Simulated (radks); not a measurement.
Ta IV, configuration [Xe] 4f14 5d2. Calculated with a radial shooting solver on a logarithmic mesh with Libxc functionals: Dirac Kohn-Sham, LDA (Slater exchange, Perdew-Wang correlation), spin-unpolarised, spherical densities, finite nucleus; open shells are shared between the two j in proportion to 2j + 1; Fermi nuclear charge, rms radius 5.3507 fm.

Radial electron density D(r) = 4 pi r^2 rho(r):

r (bohr)  D(r) (e/bohr)
0.001628          15.36
0.002189          23.36
0.00292           34.20
0.003895          48.30
0.005195          65.10
0.006928          82.51
0.009241          96.68
0.01242           103.1
0.01657           99.60
0.0221            92.33
0.02948           94.16
0.03932           112.3
0.05244           131.4
0.0705            125.3
0.09403           104.9
0.1254            109.9
0.1673            120.8
0.2231            88.92
0.2976            61.44
0.3969            71.97
0.5336            61.37
0.7117            32.83
0.9492            18.53
1.266             11.47
1.689             5.073
2.252             1.485
3.028            0.2974
4.038           0.03853
5.386          0.002080

D(r) has 4 maxima, at r = 0.0128, 0.0573, 0.159, 0.426 bohr, and minima at 0.0249, 0.104, 0.302 bohr, inside which lie 2.02, 11.10, 29.90 electrons.
